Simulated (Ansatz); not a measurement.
System: VO (charge 0, quartet). The spin state was set by rule; other spins were not relaxed. 
Coordinates optimised at B3LYP-D3(BJ)/def2-TZVP (Ansatz, a program for electronic structure):
```xyz
2

V      0.0000     0.0000    -0.4076
O      0.0000     0.0000     1.1718
```
Charge 0, spin multiplicity 4.

Total electronic energies in hartree. Valence correlation only, unless marked. UHF or UKS for open shells. No spin-orbit coupling. The frozen core is the preceding noble-gas configuration, with the filled d and f shells of earlier blocks. Non-relativistic. CBS marks a two-point X^-3 extrapolation of the correlation energy; Hartree-Fock from the larger set. [CCSD(T)-MP2]/basis is that difference in the basis named. The program attaches cautions to a run behind HF/def2-SVP: large difference. The program attaches cautions to a run behind HF/def2-TZVPP: large difference. The program attaches cautions to a run behind MP2/6-31G: large difference. The program attaches cautions to a run behind MP2/CBS(def2-TZVPP,def2-QZVPP): large difference. The program attaches cautions to a run behind RI-MP2/CBS(def2-TZVPPD,def2-QZVPPD): large difference. The program attaches cautions to a run behind CCSD/6-31G: large difference. The program attaches cautions to a run behind CCSD(T)/6-31G*: large difference. The program attaches cautions to a run behind CCSD(T)/def2-TZVPP: large difference. The program attaches cautions to a run behind CCSDT/def2-SVP: large difference. The program attaches cautions to a run behind RI-MP2/CBS(def2-TZVPPD,def2-QZVPPD)+[CCSD(T)-MP2]/def2-SVPD: large difference. The program attaches cautions to a run behind CCSD(T)/CBS(def2-TZVPPD,def2-QZVPPD): large difference.

The UHF reference is spin-contaminated (<S^2> 0.47 over the pure value in the largest basis). The T1 diagnostic of CCSD in the largest basis is 0.095, which is high, so the coupled-cluster rows are less sure than usual.

| level | program | energy (Eh) |
|---|---|---|
| HF/def2-SVP | Ansatz | -1017.52890 |
| HF/def2-TZVPP | Ansatz | -1017.75529 |
| RI-HF/def2-QZVPP | Ansatz | -1017.77616 |
| PBE-D4/def2-TZVPD | Ansatz + dftd4 | -1018.95253 |
| r2SCAN-D3(BJ)/def2-TZVPD | Ansatz + dftd3 | -1019.17782 |
| r2SCAN-D4/def2-TZVPD | Ansatz + dftd4 | -1019.17793 |
| PBE0/def2-SVP | Ansatz | -1018.72053 |
| PBE0-D3(BJ)/def2-TZVP | Ansatz + dftd3 | -1018.94218 |
| r2SCAN0/def2-TZVPD | Ansatz | -1019.11971 |
| HSE06/def2-TZVPD | Ansatz | -1018.93256 |
| CAM-B3LYP/def2-TZVPD | Ansatz | -1019.24063 |
| wB97M-V/def2-TZVPD | Ansatz | -1019.13655 |
| wB97X-V/def2-TZVPD | Ansatz | -1019.05744 |
| MP2/6-31G | Ansatz | -1017.78884 |
| MP2/CBS(def2-TZVPP,def2-QZVPP) | Ansatz | -1018.1442 |
| RI-MP2/CBS(def2-TZVPPD,def2-QZVPPD) | Ansatz | -1018.1434 |
| CCSD/STO-3G | Ansatz | -1007.04262 |
| CCSD/6-31G | Ansatz | -1017.82738 |
| CCSD(T)/6-31G* | Ansatz | -1017.94380 |
| CCSD(T)/def2-TZVPP | Ansatz | -1018.14455 |
| CCSDT/def2-SVP | Ansatz | -1017.84863 |
| RI-MP2/CBS(def2-TZVPPD,def2-QZVPPD)+[CCSD(T)-MP2]/def2-SVPD | Ansatz | -1018.1965 |
| CCSD(T)/CBS(def2-TZVPPD,def2-QZVPPD) | Ansatz | -1018.2029 |

Totals of different functionals don't rank their quality; only differences between species are comparable.
